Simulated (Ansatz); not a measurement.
Frontier orbitals of BGeH$_{5}$Si (`[BH]1[SiH2][GeH2]1`).

```json
{"atom": "B1", "x (Å)": "0.545", "y (Å)": "0.984", "z (Å)": "0.356"}
{"atom": "Si2", "x (Å)": "-0.995", "y (Å)": "0.115", "z (Å)": "0.969"}
{"atom": "Ge3", "x (Å)": "0.741", "y (Å)": "-0.214", "z (Å)": "-1.152"}
{"atom": "H4", "x (Å)": "1.463", "y (Å)": "1.410", "z (Å)": "0.980"}
{"atom": "H5", "x (Å)": "-1.322", "y (Å)": "-0.262", "z (Å)": "2.371"}
{"atom": "H6", "x (Å)": "-2.060", "y (Å)": "-0.367", "z (Å)": "0.056"}
{"atom": "H7", "x (Å)": "2.049", "y (Å)": "-0.895", "z (Å)": "-1.594"}
{"atom": "H8", "x (Å)": "-0.421", "y (Å)": "-0.771", "z (Å)": "-1.986"}
```

Total charge 0; spin multiplicity 1. Correlated methods include outer-core shells of Ge, which these sets cover unevenly. Scalar relativity is left out up to krypton. Geometry: relaxed with PBE0-D4/def2-TZVP. Basis def2-TZVPP, Ansatz.

```
             functional  HOMO (eV)  LUMO (eV)  gap (eV)
                    PBE      -5.75      -2.71      3.04
                 revPBE      -5.69      -2.63      3.06
                   PBE0      -6.52      -1.96      4.56
                r2SCAN0      -6.64      -1.90      4.74
HSE06 (plane-wave form)      -6.14      -2.32      3.82
                  BHLYP      -7.08      -1.09      5.99
                ωB97M-V      -8.36      -0.20      8.16
```

Against PBE, PBE0 changes HOMO and LUMO by −0.77 and +0.76 eV, ωB97M-V by −2.61 and +2.51 eV. A gap of 3.04 eV thus becomes 8.16 eV for the same molecule, so an orbital gap means little without its functional.
